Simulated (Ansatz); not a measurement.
Reactions of C4H10Cd, SMILES `C[CH2][Cd][CH2]C`.

Program: Ansatz. Geometries: PBE0-D4/def2-TZVP. ΔE: electronic, gas phase. CCSD(T)/CBS adds triple-zeta CCSD(T) − MP2 to the extrapolated MP2 energy (def2 sets, frozen cores). This one scheme is used for every species. Triplets are unrestricted, without spin–orbit coupling. def2 core potentials past Kr. For Cd outer-core shells are correlated without core-valence functions, which leaves a few kJ/mol of doubt a bond. Each species was taken in one conformer, which may not be the lowest.

(1) Order these by ΔE at CCSD(T)/CBS, lowest first. (Estimate.)
A. `C[CH2][Cd][CH2]C` + `[OH][Al]([F])[Cl]` → `C[O][Al]([F])[Cl]` + `C[CH2][Cd][CH3]`
B. `C[CH2][Cd][CH2]C` + `CCC(C)CO` → `C[CH2][Cd][OH]` + `CCCC(C)CC`
C. `C[CH2][Cd][CH2]C` → `C[CH2][Cd][CH3]` + `[CH2]` (triplet)
D. `C[CH2][Cd][CH2]C` + HCl → `C[CH2][Cd][Cl]` + `CC`

Largest T1 diagnostic: 0.014, for `C[CH2][Cd][OH]`.

Results:

(1) D (-177.8 kJ/mol), B (-102.7 kJ/mol), A (+42.0 kJ/mol), C (+416.3 kJ/mol).
